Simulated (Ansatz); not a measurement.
A nudged elastic band was laid between two geometries of AlGeH$_{7}$Si (10 atoms, charge 0, multiplicity 1).

Level of theory: Ansatz, RKS BHLYP-D4/def2-SVP.

```
movable images  : 5
climbing image  : yes
spring          : 5.0 eV/Å²
optimiser       : quadratic models (default)
start path      : through a guess of the saddle point
force threshold : 0.05 eV/Å
iteration limit : 60
end points      : relaxed
```

Initial state:

```xyz
10
Properties=species:S:1:pos:R:3
Si -1.517 1.193 -0.917
Al 0.722 0.201 -0.717
Ge 1.204 -1.279 1.218
H -2.551 0.124 -0.972
H -1.681 2.047 -2.122
H -1.815 2.029 0.277
H 1.843 0.491 -1.790
H 0.249 -2.485 1.245
H 0.995 -0.535 2.548
H 2.635 -1.836 1.232
```

Final state:

```xyz
10
Properties=species:S:1:pos:R:3
Si -1.550 1.017 -1.062
Al 0.778 0.494 -0.474
Ge 1.214 -1.235 1.256
H -2.259 -0.214 -1.505
H -1.671 2.027 -2.144
H -2.275 1.536 0.129
H 1.980 1.240 -1.176
H 0.562 -0.849 2.595
H 2.704 -1.480 1.533
H 0.600 -2.585 0.851
```

Problem. Which bonds break or form, and what moves?

Solution. No bond is made or broken. The dihedral Si1–Al2–Ge3–H10 goes from -180 to 59°. The two ends are copies of one structure, up to a mirror image or an exchange of like atoms.

Problem. What energy profile does the band end with?

Solution. The run converged. The highest image is number 0 of 0 to 6, 0.0 kcal/mol above the ends, which have the same energy within 2 meV. The highest image is an end point: on this band no image between the ends rises above it.

| image | path coordinate (Å) | energy (kcal/mol) | dihedral Si1–Al2–Ge3–H10 (°) |
| --- | --- | --- | --- |
| 0 | 0.00 | 0.0 | -180 |
| 1 | 0.74 | 0.0 | 161 |
| 2 | 1.49 | 0.0 | 141 |
| 3 | 2.23 | 0.0 | 120 |
| 4 | 2.97 | 0.0 | 100 |
| 5 | 3.71 | 0.0 | 79 |
| 6 | 4.46 | 0.0 | 59 |

Run time: 71 s on 2 threads of Arm Neoverse V2 (shared host), peak memory 0.23 GiB.
